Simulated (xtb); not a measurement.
Al(H)(Cl)(NMe2) (C₂H₇AlClN), SMILES C[N](C)[AlH][Cl]. All values are semi-empirical tight-binding results from xtb (GFN2-xTB unless named), good for trends rather than for accurate numbers. The structure is a stationary point at GFN2-xTB. The structure was generated by enumeration; whether it is a known compound was not checked. One conformer was computed; it need not be the lowest.

Optimised geometry:

```xyz
12

Al     0.1330    -0.5839     0.5985
H     -0.3024    -1.1518     1.9451
Cl     1.6822    -1.4110    -0.4011
N     -0.8341     0.8215     0.0376
C     -0.6834     1.5890    -1.1855
C     -1.9233     1.3018     0.8666
H     -1.5921     1.5393    -1.7971
H     -0.4789     2.6438    -0.9664
H      0.1489     1.1848    -1.7635
H     -1.7655     2.3440     1.1662
H     -2.8824     1.2384     0.3401
H     -1.9752     0.6823     1.7641
```
Charge 0, spin multiplicity 1.

For metal compounds this method's bond lengths and energies can be far off.

```json
{
 "point_group_as_xtb_finds_it": "Cs",
 "orbital_gap": "3.38 eV",
 "zero_point_energy": "55.2 kcal/mol",
 "G − E(el) at 298.15 K (modified RRHO)": "35.1 kcal/mol"
}
```

Computed atomic charges and the Wiberg bond orders between heavy atoms:
charges (e) Al1 0.34, H2 -0.12, Cl3 -0.15, N4 -0.24, C5 -0.03, C6 -0.03, H7 0.03, H8 0.03, H9 0.05, H10 0.03, H11 0.03, H12 0.05. Bond orders Al1–Cl3 1.38, Al1–N4 1.22, N4–C5 1.01, N4–C6 1.01.
